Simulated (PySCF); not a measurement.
Calculation: r2SCAN-D4/def2-TZVP run with PySCF. Gas-phase values, no solvent. One relaxed conformer stands for a flexible species; it need not be the lowest. Excitations are Tamm–Dancoff values on a coarser integration grid. The basis has no diffuse functions, so Rydberg states are missing or too high.

Reference species (SMILES): `CC(N)=C` (neutral, multiplicity 1).

```yaml
S1–T1 gap (TDA): 1.87 eV
S1 oscillator strength: 0.019
HOMO: -4.95 eV
```

After one change: the S1–T1 gap (TDA) falls by 0.10 eV; the S1 oscillator strength drops by 0.012; the HOMO goes up by 0.17 eV.

### Question
What was changed between the two runs? The new species is one of these.
A. `C/C=C\N`
B. `C/C=C/N`
C. `C=CCN`

### Answer
A, `C/C=C\N`
